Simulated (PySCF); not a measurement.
Hg(Cl)2 anion (Cl2Hg), SMILES [Hg]([Cl])[Cl] (connectivity only; charge and spin as stated), charge -1, multiplicity 2.

Geometry: PBE-D3(BJ)/def2-SVPD. The spin state was assumed, not searched. The isomer is the one that the SMILES or the coordinates give; other isomers of the formula were not compared. The def2 effective core potentials stand for the cores of Hg; spin–orbit coupling is left out.

Level of theory: PySCF with r2SCAN/def2-TZVPD.

Gas-phase values at a fixed geometry.

Question: Estimate the frontier levels, dipole moment and polarisability. (Estimate from the structure and the level; the computed values follow.)

Answer: 
```json
{
 "α spin, highest occupied and lowest empty level": "-0.69 and 2.97 eV",
 "β spin, highest occupied and lowest empty level": "-2.49 and 0.15 eV",
 "dipole_moment_about_the_centre_of_nuclear_charge": "0.78 D",
 "mean_static_polarisability": "104.1 bohr³ (15.42 Å³)",
 "polarisability_principal_values": "67.9, 68.7, 175.6 bohr³",
 "⟨S²⟩": "0.753 (pure state 0.75)"
}
```
